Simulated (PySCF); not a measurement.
**Does the structure fit the spectrum?**

A compound C10H8 gives the data below (simulated from a calculation) and was assigned the structure `C#CC1=C[C@@H]2C=C[C@@H]3[C@H]1[C@H]23`.

¹³C{¹H} NMR (computed): δ 140.0 (CH), 137.8 (CH), 129.1 (CH), 126.5 (CH), 90.7 (C), 74.6 (CH), 60.2 (CH), 57.4 (CH), 57.2 (CH), 45.3 (C).

¹H NMR (600 MHz, computed): δ 6.02 (m, 1H), 5.94 (m, 1H), 5.31 (m, 1H), 5.22 (d, 1H), 3.37 (m, 1H), 3.12 (m, 1H), 3.08 (m, 1H), 1.64 (s, 1H).

- σ from GIAO-PBE0/pcSseg-1
- geometry: GFN2-xTB
- code: PySCF 2.14
- one conformer, no relativistic terms, no solvent model

Referencing at the same level of theory: ¹H, ¹³C against TMS.

(1) Compare with the shifts computed for the proposed structure, pairing carbons in order of shift.

(2) Which isomer fits?

Answers

(1) Atoms are numbered as in `[CH:1]#[C:2][C:3]1=[CH:4][C@@H:5]2[CH:6]=[CH:7][C@@H:8]3[C@H:9]1[C@H:10]23`; H(Xn) means a hydrogen on atom n.

```tsv
atom	computed for proposal	given list	difference
C4	144.9	140.0	+4.9
C6	135.5	137.8	-2.3
C7	128.2	129.1	-0.9
C3	117.4	126.5	-9.1
C1	86.0	90.7	-4.7
C2	85.9	74.6	+11.3
C5	56.9	60.2	-3.3
C10	51.2	57.4	-6.2
C9	49.7	57.2	-7.5
C8	45.0	45.3	-0.3
```

The rms difference is 6.1 ppm and the largest +11.3 ppm at C2 (alkyne carbon). The carbon types in order of shift don't match either: CH, CH, CH, C, CH, C, CH, CH, CH, CH for the proposal against CH, CH, CH, CH, C, CH, CH, CH, CH, C in the data. The proposal doesn't fit.

(2) SMILES C(#C)[C@@]12C=C[C@H]3C=C[C@@H]1[C@@H]23.

1. Carbon types of the structure: 2 × C, 8 × CH, which accounts for all hydrogens.
2. δC 140.0, 137.8, 129.1, 126.5: alkene CH; an sp2 carbon of a C=C bond.
3. δC 90.7: alkyne carbon; sp carbons lie upfield of alkene carbons because the cylindrical π system leaves one tensor component strongly shielded.
4. δC 74.6: terminal alkyne carbon; sp carbons lie upfield of alkene carbons because the cylindrical π system leaves one tensor component strongly shielded.
5. δC 60.2, 57.4, 45.3: three-membered-ring carbon.

Other isomers checked: C#CC#CC1=CCC=CC1 (rms 12.5 ppm).

The data come from this structure; uniqueness wasn't tested.

Shifts are as computed. Against solution values, carbons near 30 ppm lie about +3 ppm off and those near 130 ppm about +5 ppm. Of 1211 compounds with measured shifts, 218 miss one by over three times the rms of a fit or turn the order of signals round; such compounds aren't used in these exercises. No couplings were computed; multiplicities are counted from neighbouring protons, with m where these are inequivalent, close in shift, in a saturated or five-membered ring or joined by F or P, and br s for small geminal =CH2 splittings.
